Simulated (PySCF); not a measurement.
**What settings do to a single point of [Gd(H2O)4]3+**

The sound run of [Gd(H2O)4]3+ (singlet in the valence; each metal's 4f electrons, 7 of them, lie in its core potential, out of spins and levels) uses PySCF 2.14.0, RKS BP86, Gd lcecp-1-SVP with ECP53, O def2-SVP, H def2-SVP; non-relativistic Hamiltonian with scalar-relativistic core potentials where named; density fitting; no spin-orbit coupling, grid (50, 194), threshold 1e-8 Eh and 55 cycles, at the relaxed geometry:

```xyz
13

Gd    0.0000    0.0000    0.0000
O     1.3859    1.2752    1.3422
H     1.3236    1.4371    2.3229
H     2.1972    1.7893    1.0790
O    -1.3858   -1.3422    1.2753
H    -2.1974   -1.0790    1.7892
H    -1.3235   -2.3229    1.4373
O     1.3859   -1.2752   -1.3422
H     2.1972   -1.7893   -1.0790
H     1.3236   -1.4371   -2.3229
O    -1.3858    1.3422   -1.2753
H    -1.3235    2.3229   -1.4373
H    -2.1974    1.0790   -1.7892
```

There Gd1 has a Mulliken charge of 1.62 e and the dipole about the centre of mass is 0.00 D. Each run below changes one thing and starts from free metal ions and neutral atoms unless it says otherwise; with 55 cycles, smearing, a level shift and second-order steps follow where DIIS fails, and their cycles count. Energy shifts count from the sound run. On f atoms grids over 110 angular points are at least (60, 302).

```tsv
change	outcome	cycles	energy shift (eV)	largest force component (eV/Å)	charge on Gd1 (e)	dipole about the centre of mass (D)
threshold 1e-05	converged	7	0.0000	0.01	1.62	0.00
all coordinates × 0.94	converged	8	1.20	3.25	1.50	0.00
```

Q: One further run converged with energy shift (eV) 0.0640, largest force component (eV/Å) 0.07, charge on Gd1 (e) 1.62, dipole about the centre of mass (D) 0.00. Which change was it?
A. charge changed by +5, spin kept, limit 92 cycles
B. start from the bare core Hamiltonian, limit 76 cycles
C. grid (40, 110)

A: C.

Q: And the other changes listed?

A: 
```csv
change,outcome,cycles,energy shift (eV),largest force component (eV/Å),charge on Gd1 (e),dipole about the centre of mass (D)
"charge changed by +5, spin kept, limit 92 cycles",refused,–,–,–,–,–
"start from the bare core Hamiltonian, limit 76 cycles",converged,13,0.0000,0.00,1.62,0.00
```

Forces carry noise of the integration grid, about 0.01 to 0.03 eV/Å.

An lcecp potential fixes the number of 4f electrons, so in runs with it no electron can move into or out of that shell.
